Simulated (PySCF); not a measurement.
A GIAO shielding run with PySCF (density fitting, non-relativistic, gas phase) on SMILES N#C[C@H]1[C@](C(C)C)([S-])C1, [C$_{7}$H$_{10}$NS]-:

```
{"job": {"kind": "nmr", "xc": "PBE0", "basis": "pcSseg-1"}, "charge": -1, "multiplicity": 1}
C     -1.955141     0.367236     0.483961
C     -0.684276    -0.261210    -0.083168
C     -0.859324    -0.594660    -1.561546
C      0.475421     0.710747     0.096212
S      0.343042     2.243644    -0.746715
C      1.214695     0.651437     1.395492
C      1.895312     0.072995     0.171315
C      2.075997    -1.309387     0.061854
N      2.214523    -2.451207    -0.053044
H     -2.816629    -0.282752     0.329352
H     -2.127919     1.318356    -0.015425
H     -1.841744     0.556429     1.550836
H     -0.461387    -1.186568     0.468444
H     -1.753515    -1.196146    -1.725234
H     -0.942773     0.335510    -2.121010
H      0.006728    -1.144293    -1.926950
H      1.630035     1.568452     1.790502
H      0.889727    -0.053334     2.153614
H      2.687424     0.664000    -0.275951
```

Hardware: 1 thread of an x86-64 server CPU, shared host. The job also computes population analyses, field gradients, ring-centre shieldings.

Question: How large is the calculation?

Answer: 76 electrons, 210 basis functions and 1102 auxiliary functions.

Question: How long does it take?

Answer: 34 s of wall time, with 14 SCF cycles and 5 response iterations. Times on a shared host scatter by some tens of per cent.
